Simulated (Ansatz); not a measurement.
C$_{3}$H$_{4}$BFO (SMILES C#CB(F)OC), singlet, geometry from GFN2-xTB; PBE0/def2-SV(P) (Ansatz, a first-principles code).

The Ansatz input:
Ansatz 0.2 input:
```yaml
crystal:
  periodic: [false, false, false]
  atoms:
    - {symbol: B, position_ang: [0.06687210, 0.15188607, 0.15350041]}
    - {symbol: C, position_ang: [-0.57606832, -0.43005936, 1.40882328]}
    - {symbol: C, position_ang: [-1.07273634, -0.86570831, 2.41285195]}
    - {symbol: H, position_ang: [-1.51276576, -1.25113950, 3.28676705]}
    - {symbol: F, position_ang: [0.77861086, 1.28998219, 0.24951455]}
    - {symbol: O, position_ang: [-0.07505037, -0.45504460, -1.01816022]}
    - {symbol: C, position_ang: [0.47343053, -0.00152702, -2.23565573]}
    - {symbol: H, position_ang: [1.13986693, -0.77617567, -2.62041814]}
    - {symbol: H, position_ang: [-0.34472123, 0.15220074, -2.94208873]}
    - {symbol: H, position_ang: [1.02840939, 0.92996930, -2.10822852]}
basis:
  gaussian:
    orbitals: def2-SV_P_.json
hamiltonian:
  xc: pbe0
```
The basis file holds def2-SV(P) in the JSON format of the Basis Set Exchange.

The log (banner, timings and long lists left out):

```
Functional definition: PBE0
1119 factors; their error is unknown
mean field evaluation 1: about -8595.4186 eV, gradient 5.1e1 eV
mean field evaluation 2: about -8594.5064 eV, gradient 5.7e1 eV
mean field evaluation 4: about -8601.0102 eV, gradient 2.7e0 eV
mean field evaluation 8: about -8601.0223 eV, gradient 1.2e-1 eV
mean field evaluation 16: about -8601.0351 eV, gradient 1.5e-5 eV
mean field -8601.03513894 eV, -316.0822113652 hartree, gradient 1.5e-5 eV, S^2 0.000000; 0 other end points of the search recorded, 0 dependent functions left out
reference -8601.03516579 eV, -316.0822123519 hartree; 22, 22 occupied and 70, 70 virtual orbitals, 1119 factors
Total energy: -8601.03516579 eV, -316.0822123519 hartree
```
